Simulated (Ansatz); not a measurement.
Relaxation of C2H3FOZn (8 atoms, charge 0, multiplicity 1), to a largest force component of 0.02 eV/Å in at most 50 steps.

Theory: RKS PBE0-D4/def2-SVP in Ansatz.

```xyz
8
Properties=species:S:1:pos:R:3:forces:R:3
F -2.477 -0.308 -0.406 1.19 0.21 1.61
Zn -1.547 -0.314 1.576 -1.99 -0.65 -2.30
C -0.237 0.452 0.048 4.75 -0.24 1.73
C 1.023 -0.324 -0.427 -3.44 0.51 -0.49
O 0.672 0.940 -0.943 -2.18 0.05 0.23
H 0.033 0.946 1.034 0.15 0.45 -1.63
H 1.877 -0.338 0.230 0.73 -0.34 0.13
H 0.749 -1.111 -1.168 0.78 0.01 0.73
```

Question: Where does it end, and by what steps?

Answer: The run converged. After 14 steps the energy has fallen by 5.354 eV; Zn2 moved furthest, 1.35 Å.

```tsv
step	energy less start (eV)	largest force component (eV/Å)	accepted
0	0.0000	4.747	yes
1	-1.4630	3.474	yes
2	-2.3723	1.563	yes
3	-3.1984	1.521	yes
4	-3.9144	1.862	yes
5	-4.4712	1.188	yes
6	-4.8859	1.276	yes
7	-5.1504	0.556	yes
8	-5.2495	0.645	yes
9	-5.2700	0.656	yes
10	-5.3310	0.289	yes
11	-5.3477	0.335	yes
12	-5.3519	0.163	yes
13	-5.3543	0.023	yes
14	-5.3543	0.007	yes
```

```xyz
8
Properties=species:S:1:pos:R:3
F -3.450 -0.635 0.175
Zn -1.786 -0.119 0.264
C 0.063 0.443 0.349
C 1.144 -0.273 -0.352
O 0.658 0.943 -0.847
H 0.377 0.998 1.247
H 2.162 -0.247 0.062
H 0.924 -1.166 -0.955
```

Whether the end is a true minimum wasn't checked by a vibrational analysis.

The run took 34 s on 2 threads of Intel(R) Xeon(R) Platinum 8488C (Sapphire Rapids) (shared host), peak memory 0.25 GiB.
